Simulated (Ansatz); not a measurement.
Question: Predict a relaxed structure of Zr3O5, charge 0, singlet, at PBE0-D4/def2-SVP (Ansatz).

Answer: 
Cartesian coordinates in Å:
```
Zr -1.089 1.256 0.622
Zr -0.108 -1.155 -1.343
Zr 1.854 0.302 0.555
O 0.909 1.900 0.641
O 1.822 -0.344 -1.187
O -0.180 -2.767 -0.640
O -1.610 0.748 2.224
O -1.599 0.059 -0.870
```
Point group Cs (tolerance 0.1 Å). This is one stationary point.

In the def2 sets Zr takes a core potential; there is no spin–orbit coupling. The structure comes from a short search, and lower isomers may exist.
